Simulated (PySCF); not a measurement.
# Pb³⁺ (lead, charge +3) across methods

[Xe] 4f14 5d10 6s1, 2S determinant. All numbers are calculated (PySCF 2.14, scalar relativity by spin-free X2C-1e, in ANO-RCC-VTZP).

| method | E (hartree) | mean ε 5d α (eV) | mean ε 5d β (eV) | mean ε 6s α (eV) | Σ⟨r²⟩ (bohr²) | ⟨S²⟩ |
| --- | --- | --- | --- | --- | --- | --- |
| r2SCAN | -20883.27 | -50.187 | -49.710 | -38.136 | 39.42 | 0.751 |
| BLYP | -20884.43 | -49.311 | -48.977 | -37.896 | 39.66 | 0.750 |
| UHF | -20877.24972 | -57.746 | -57.303 | -40.838 | 39.52 | 0.751 |
| LDA | -20870.64 | -49.782 | -49.439 | -38.307 | 39.57 | 0.750 |
| revPBE | -20883.89 | -49.516 | -49.122 | -37.762 | 39.53 | 0.750 |
| PBEsol | -20877.19 | -49.590 | -49.201 | -37.973 | 39.53 | 0.750 |
| PBE0 | -20883.04 | -51.932 | -51.531 | -38.844 | 39.48 | 0.750 |

Estimate the same row for PBE.

E (hartree) = -20883.33; mean ε 5d α (eV) = -49.562; mean ε 5d β (eV) = -49.177; mean ε 6s α (eV) = -37.881; Σ⟨r²⟩ (bohr²) = 39.56; ⟨S²⟩ = 0.750.

Spin-orbit coupling, which splits the p, d and f shells strongly at this Z, is absent.
